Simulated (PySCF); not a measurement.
**Excitation energy of Al by level of theory**

Al [Ne] 3s2 3p1 (2P) → Al [Ne] 3s2 4s1 (2S), as a difference of total energies. Calculation: PySCF 2.14, in dyall-acv3z (19s12p6d4f, 113 functions); the non-relativistic Hamiltonian (point nucleus). Correlated levels: valence: [Ne] frozen; valence and next inner shell: 1s2 frozen; virtual orbitals above 40 to 60 times the deepest correlated orbital energy dropped. The calculations carry no spin-orbit coupling.

```
                                method  excitation energy (cm⁻¹)
                                   UHF                     24109
                                   LDA                     24854
                                   PBE                     25279
                                  PBE0                     25710
                                r2SCAN                     27101
                                 TPSSh                     26677
                                 B97-3                     25428
                               r2SCAN0                     26962
                         MP2 (valence)                     24800
                     SCS-MP2 (valence)                     24819
    MP2 (valence and next inner shell)                     24517
SCS-MP2 (valence and next inner shell)                     24599
```

Errors of the correlated levels include the incompleteness of this basis and the frozen core.

For comparison: 25273 cm⁻¹ (measured; NIST levels, between the centres of gravity of the two terms).
